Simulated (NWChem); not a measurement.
Everything below was run with NWChem. System: C3H3F5, charge 0, spin multiplicity 1, displaced from the optimised geometry. Level: BLYP/def2-SVP.

NWChem printed:

```
             Northwest Computational Chemistry Package (NWChem) 7.3.0
             --------------------------------------------------------

                                NWChem Input Module
                                -------------------

 Scaling coordinates for geometry "geometry" by  1.889725989
 (inverse scale =  0.529177249)

                             Geometry "geometry" -> ""
                             -------------------------

 Output coordinates in angstroms (scale by  1.889725989 to convert to a.u.)

  No.       Tag          Charge          X              Y              Z
 ---- ---------------- ---------- -------------- -------------- --------------
    1 F                    9.0000     2.56407900    -0.84231900    -0.14433700
    2 C                    6.0000     1.45552900    -0.07814100     0.21886100
    3 F                    9.0000     1.62925400     1.20679600    -0.28622200
    4 C                    6.0000     0.18220700    -0.72959700    -0.38462700
    5 C                    6.0000    -1.14336500    -0.04850900     0.03656400
    6 F                    9.0000    -1.24609000     1.23666900    -0.44255000
    7 F                    9.0000    -2.22649400    -0.76098200    -0.43465400
    8 F                    9.0000    -1.25219300     0.01192100     1.41733300
    9 H                    1.0000     1.41765100    -0.01279400     1.35277300
   10 H                    1.0000     0.26241000    -0.71051600    -1.51148200
   11 H                    1.0000     0.13669300    -1.80797600    -0.05220200

 Effective nuclear repulsion energy (a.u.)     423.0802720090

            Nuclear Dipole moment (a.u.)
            ----------------------------
        X                 Y               Z
 ---------------- ---------------- ----------------
    -0.0000302356    -0.0000056692     0.0000132281


 Summary of "ao basis" -> "" (spherical)
 ------------------------------------------------------------------------------
       Tag                 Description            Shells   Functions and Types
 ---------------- ------------------------------  ------  ---------------------
 *                          def2-svp                  on all atoms

                                 NWChem DFT Module
                                 -----------------

 Summary of "ao basis" -> "ao basis" (spherical)
 ------------------------------------------------------------------------------
       Tag                 Description            Shells   Functions and Types
 ---------------- ------------------------------  ------  ---------------------
 F                          def2-svp                 6       14   3s2p1d
 C                          def2-svp                 6       14   3s2p1d
 H                          def2-svp                 3        5   2s1p

 Summary of "ao basis" -> "ao basis" (spherical)
 ------------------------------------------------------------------------------
       Tag                 Description            Shells   Functions and Types
 ---------------- ------------------------------  ------  ---------------------
 F                          def2-svp                 6       14   3s2p1d
 C                          def2-svp                 6       14   3s2p1d
 H                          def2-svp                 3        5   2s1p

            General Information
            -------------------
          SCF calculation type: DFT
          Wavefunction type:  closed shell.
          No. of atoms     :    11
          No. of electrons :    66
           Alpha electrons :    33
            Beta electrons :    33
          Charge           :     0
          Spin multiplicity:     1
          Use of symmetry is: off; symmetry adaption is: off
          Maximum number of iterations: 100
          AO basis - number of functions:   127
                     number of shells:    57
          Convergence on energy requested:  1.00D-06
          Convergence on density requested:  1.00D-05
          Convergence on gradient requested:  5.00D-04

              XC Information
              --------------
                    Becke 1988 Exchange Functional  1.000
              Lee-Yang-Parr Correlation Functional  1.000

             Grid Information
[...]
    34      0.321979   3 F  pz                6      0.313026   1 F  pz
   113      0.270281   9 H  s                46     -0.241412   4 C  px
    20      0.232257   2 C  pz               37     -0.214596   3 F  pz
     9     -0.210051   1 F  pz               45     -0.191045   4 C  s
     4      0.177312   1 F  px               32      0.170022   3 F  px

 Vector   34  Occ=0.000000D+00  E= 2.516967D-02
              MO Center=  2.4D-01, -1.0D+00, -4.8D-02, r^2= 4.0D+00
   Bfn.  Coefficient  Atom+Function         Bfn.  Coefficient  Atom+Function
  ----- ------------  ---------------      ----- ------------  ---------------
    45      1.401491   4 C  s               124     -1.294459  11 H  s
   119     -0.656107  10 H  s                50     -0.471403   4 C  py
   114     -0.428239   9 H  s                59     -0.325896   5 C  s
    22     -0.268993   2 C  py               17      0.244249   2 C  s
    19     -0.243332   2 C  py               47     -0.237317   4 C  py

 Vector   35  Occ=0.000000D+00  E= 3.894124D-02
              MO Center=  6.1D-01, -4.6D-01, -3.8D-01, r^2= 4.7D+00
   Bfn.  Coefficient  Atom+Function         Bfn.  Coefficient  Atom+Function
  ----- ------------  ---------------      ----- ------------  ---------------
   119      1.353542  10 H  s               114     -0.953492   9 H  s
    45     -0.744971   4 C  s                17      0.703788   2 C  s
    51      0.599926   4 C  pz              124     -0.493364  11 H  s
    23      0.361429   2 C  pz               21     -0.339958   2 C  px
    50     -0.301396   4 C  py               20      0.276713   2 C  pz

 Vector   36  Occ=0.000000D+00  E= 5.074086D-02
              MO Center=  7.7D-01, -2.4D-01,  5.0D-01, r^2= 4.2D+00
   Bfn.  Coefficient  Atom+Function         Bfn.  Coefficient  Atom+Function
  ----- ------------  ---------------      ----- ------------  ---------------
   114      1.288034   9 H  s                17     -0.999036   2 C  s
   119      0.759152  10 H  s                23     -0.555459   2 C  pz
    51      0.478320   4 C  pz               21      0.384998   2 C  px
    45     -0.345400   4 C  s                22     -0.316235   2 C  py
    59      0.300535   5 C  s                19     -0.248677   2 C  py

 center of mass
 --------------
 x =  -0.03289948 y =   0.04740964 z =   0.00449349

 moments of inertia (a.u.)
 ------------------
         519.081229324139          13.355755564623          59.759910122073
          13.355755564623        1522.445443336597          13.399043466185
          59.759910122073          13.399043466185        1656.267594342625

     Multipole analysis of the density
     ---------------------------------

     L   x y z        total         alpha         beta         nuclear
     -   - - -        -----         -----         ----         -------
     0   0 0 0     -0.000000    -33.000000    -33.000000     66.000000

     1   1 0 0      0.056867      0.028449      0.028449     -0.000030
     1   0 1 0     -0.559591     -0.279793     -0.279793     -0.000006
     1   0 0 1      0.081549      0.040768      0.040768      0.000013

     2   2 0 0    -36.446367   -337.144794   -337.144794    637.843222
     2   1 1 0     -0.076196      3.704021      3.704021     -7.484239
     2   1 0 1      1.263128     13.262101     13.262101    -25.261075
     2   0 2 0    -32.279307    -97.360643    -97.360643    162.441979
     2   0 1 1      0.420868      2.156073      2.156073     -3.891278
     2   0 0 2    -30.745750    -64.952854    -64.952854     99.159958

            General Information
            -------------------
          SCF calculation type: DFT
          Wavefunction type:  closed shell.
          No. of atoms     :    11
          No. of electrons :    66
           Alpha electrons :    33
            Beta electrons :    33
          Charge           :     0
          Spin multiplicity:     1
          Use of symmetry is: off; symmetry adaption is: off
          Maximum number of iterations: 100
          AO basis - number of functions:   127
                     number of shells:    57
          Convergence on energy requested:  1.00D-06
          Convergence on density requested:  1.00D-05
          Convergence on gradient requested:  5.00D-04

              XC Information
              --------------
                    Becke 1988 Exchange Functional  1.000
              Lee-Yang-Parr Correlation Functional  1.000

             Grid Information
             ----------------
          Grid used for XC integration:  medium
          Radial quadrature: Mura-Knowles
          Angular quadrature: Lebedev.
          Tag              B.-S. Rad. Rad. Pts. Rad. Cut. Ang. Pts.
          ---              ---------- --------- --------- ---------
          F                   0.50       49          11.0       434
          C                   0.70       49           9.0       434
          H                   0.35       45          10.0       434
          Grid pruning is: on
          Number of quadrature shells:   527
          Spatial weights used:  Erf1

          Convergence Information
          -----------------------
          Convergence aids based upon iterative change in
          total energy or number of iterations.
          Levelshifting, if invoked, occurs when the
          HOMO/LUMO gap drops below (HL_TOL):  1.00D-02
          DIIS, if invoked, will attempt to extrapolate
          using up to (NFOCK): 10 stored Fock matrices.

                    Damping(70%)  Levelshifting(0.5)       DIIS
                  --------------- ------------------- ---------------
          dE  on:    start            ASAP                start
          dE off:   30 iters        100 iters           100 iters

      Screening Tolerance Information
      -------------------------------
          Density screening/tol_rho:  1.00D-10
          AO Gaussian exp screening on grid/accAOfunc:  14
          CD Gaussian exp screening on grid/accCDfunc:  20
          XC Gaussian exp screening on grid/accXCfunc:  20
          Schwarz screening/accCoul:  1.00D-08

                            NWChem DFT Gradient Module
                            --------------------------

  charge          =   0.00
  wavefunction    = closed shell

                         DFT ENERGY GRADIENTS

    atom               coordinates                        gradient
                 x          y          z           x          y          z
   1 F       4.845407  -1.591752  -0.272757    0.012318  -0.008448  -0.003300
   2 C       2.750551  -0.147665   0.413587   -0.001440  -0.001365  -0.002504
   3 F       3.078844   2.280514  -0.540881    0.001666   0.014309  -0.004999
   4 C       0.344321  -1.378738  -0.726840    0.000030   0.002268   0.002577
   5 C      -2.160647  -0.091669   0.069096    0.002664  -0.002037  -0.000567
   6 F      -2.354769   2.336966  -0.836298   -0.000710   0.016073  -0.006217
   7 F      -4.207464  -1.438047  -0.821377   -0.013162  -0.009025  -0.005987
   8 F      -2.366302   0.022527   2.678371   -0.000926   0.000526   0.016340
   9 H       2.678972  -0.024177   2.556370   -0.001135   0.000544   0.014386
  10 H       0.495883  -1.342681  -2.856287    0.001234  -0.000096  -0.013292
  11 H       0.258312  -3.416579  -0.098647   -0.000538  -0.012750   0.003562

                 ----------------------------------------
                 |  Time  |  1-e(secs)   |  2-e(secs)   |
                 ----------------------------------------
                 |  CPU   |       0.03   |       6.36   |
                 ----------------------------------------
                 |  WALL  |       0.03   |       6.36   |
                 ----------------------------------------

 Task  times  cpu:       63.1s     wall:       63.1s

 Total times  cpu:       63.2s     wall:       63.2s
```

Problem. Write an NWChem input that would produce this output.

Solution. One answer among several that fit: 
```
start mol
memory heap 200 mb stack 900 mb global 1100 mb
geometry units angstroms nocenter noautoz noautosym
  F      2.564079    -0.842319    -0.144337
  C      1.455529    -0.078141     0.218861
  F      1.629254     1.206796    -0.286222
  C      0.182207    -0.729597    -0.384627
  C     -1.143365    -0.048509     0.036564
  F     -1.246090     1.236669    -0.442550
  F     -2.226494    -0.760982    -0.434654
  F     -1.252193     0.011921     1.417333
  H      1.417651    -0.012794     1.352773
  H      0.262410    -0.710516    -1.511482
  H      0.136693    -1.807976    -0.052202
end
basis spherical
  * library def2-svp
end
dft
  xc becke88 lyp
  semidirect memsize 60000000 filesize 0
  iterations 100
  convergence damp 70 ncydp 30
end
task dft gradient
```
